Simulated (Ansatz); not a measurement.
Geometry optimisation, Ansatz 0.2.0, RKS PBE-D4/def2-SVP.

input.yaml

```yaml
crystal:
  periodic: [false, false, false]
  atoms:
    - { symbol: Sn, position_ang: [-0.123569, 0.132644, -0.0174] }
    - { symbol: O, position_ang: [-0.093133, 0.144018, 1.961509] }
    - { symbol: H, position_ang: [-0.955098, -0.169074, 2.304694] }
    - { symbol: Cl, position_ang: [2.069873, 0.277896, -0.799207] }
    - { symbol: Cl, position_ang: [-1.234643, 2.067825, -0.747638] }
    - { symbol: Cl, position_ang: [-1.316166, -1.722854, -0.803623] }
    - { symbol: Br, position_ang: [1.754176, -2.802448, 1.480881] }
    - { symbol: H, position_ang: [1.22466, -1.600607, 2.223083] }
basis:
  gaussian: { orbitals: def2-SVP }
hamiltonian:
  xc: pbe
  dispersion: d4
relax:
  f_tol: 0.03
  max_steps: 50
```

Launched with:

```bash
$ ansatz run input.yaml --threads 4 --pin off --max-ram 5120MiB --backend cpu --events-out ev --progress --plain --runs-dir out
```

Problem. Where does it end, and by what steps?

Solution. The forces met the threshold. After 8 steps the energy has fallen by 0.120 eV; Br7 moved furthest, 0.41 Å.

```csv
step,energy less start (eV),largest force component (eV/Å),accepted
0,0.0000,0.967,yes
1,-0.0671,0.260,yes
2,-0.1007,0.142,yes
3,-0.1121,0.171,yes
4,-0.1182,0.113,yes
5,-0.1189,0.069,yes
6,-0.1199,0.043,yes
7,-0.1202,0.036,yes
8,-0.1204,0.003,yes
```

```xyz
8
Properties=species:S:1:pos:R:3
Sn -0.104 0.125 -0.115
O 0.099 -0.051 1.882
H -0.778 -0.028 2.320
Cl 2.051 0.365 -0.961
Cl -1.385 2.049 -0.513
Cl -1.227 -1.716 -1.017
Br 1.689 -2.839 1.881
H 0.980 -1.577 2.126
```

Time of the run: 7 s on 4 threads of AMD EPYC 9R45 96-Core Processor (Zen 5), with other jobs on the host, peak memory 0.23 GiB.
